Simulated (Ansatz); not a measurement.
ZnBr₂. Charge 0, multiplicity 1. Geometry PBE0-D4/def2-TZVP, that of the neutral singlet.

Cartesian coordinates in Å:
```
Zn -0.001 0.000 0.000
Br -0.673 1.808 1.108
Br 0.673 -1.808 -1.107
```

The structure comes from a short search, and lower isomers may exist.

(1) Estimate the orbital energies around the gap (eV) in Ansatz with PBE-D4/def2-TZVP, r2SCAN-D4/def2-TZVP, PBE0-D4/def2-TZVP.

Results:

(1) 
| orbital | PBE-D4/def2-TZVP | r2SCAN-D4/def2-TZVP | PBE0-D4/def2-TZVP |
| --- | --- | --- | --- |
| HOMO−5 | -9.68 | -9.95 | -10.96 |
| HOMO−4 | -8.75 | -9.09 | -9.92 |
| HOMO−3 | -7.70 | -8.04 | -8.97 |
| HOMO−2 | -7.70 | -8.04 | -8.97 |
| HOMO−1 | -7.31 | -7.64 | -8.58 |
| HOMO | -7.31 | -7.64 | -8.58 |
| LUMO | -2.67 | -2.39 | -1.78 |
| LUMO+1 | -1.28 | -0.98 | -0.55 |
| LUMO+2 | -1.28 | -0.98 | -0.55 |
| LUMO+3 | 1.22 | 2.04 | 1.91 |
| LUMO+4 | 1.42 | 2.04 | 2.19 |
| LUMO+5 | 3.35 | 4.02 | 4.07 |
| β HOMO | -7.31 | -7.64 | -8.58 |
| β LUMO | -2.67 | -2.39 | -1.78 |
